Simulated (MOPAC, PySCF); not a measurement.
H4S3Sn, SMILES `[SH][SnH]([SH])[SH]`, neutral singlet in the gas phase. 

Cartesian coordinates (Å):
SMILES: [SH][SnH]([SH])[SH]
```xyz
8

S      2.1042    -1.1783     0.4343
Sn     0.0393     0.0700     0.4897
S      0.5304     2.2982    -0.3057
S     -1.6181    -0.7713    -1.0620
H      2.2189    -1.0701    -0.9008
H     -0.5269     0.0010     2.1022
H     -0.7638     2.5791    -0.5430
H     -1.9798    -1.7884    -0.2595
```
Charge 0, multiplicity 1.

All levels are single points at this geometry (B3LYP-D3(BJ)/def2-TZVP); Pople sets use spherical d functions. Orbital energies aren't observables, and empty levels follow the basis.

SVWN5/6-31G* (LANL2DZ on Sn) in PySCF gives gap (eV) = 3.94.

Problem. Estimate the gap (eV) from each of these levels: B3LYP-D3(BJ)/def2-TZVP in PySCF; PBE-D3(BJ)/def2-TZVP in PySCF; PBE/6-31G* (LANL2DZ on Sn) in PySCF; HF/6-31G* (LANL2DZ on Sn) in PySCF; PM3 in MOPAC.

Solution. 
```json
[
 {"level": "B3LYP-D3(BJ)/def2-TZVP in PySCF", "gap (eV)": "5.37"},
 {"level": "PBE-D3(BJ)/def2-TZVP in PySCF", "gap (eV)": "3.81"},
 {"level": "PBE/6-31G* (LANL2DZ on Sn) in PySCF", "gap (eV)": "3.94"},
 {"level": "HF/6-31G* (LANL2DZ on Sn) in PySCF", "gap (eV)": "12.15"},
 {"level": "PM3 in MOPAC", "gap (eV)": "6.88"}
]
```
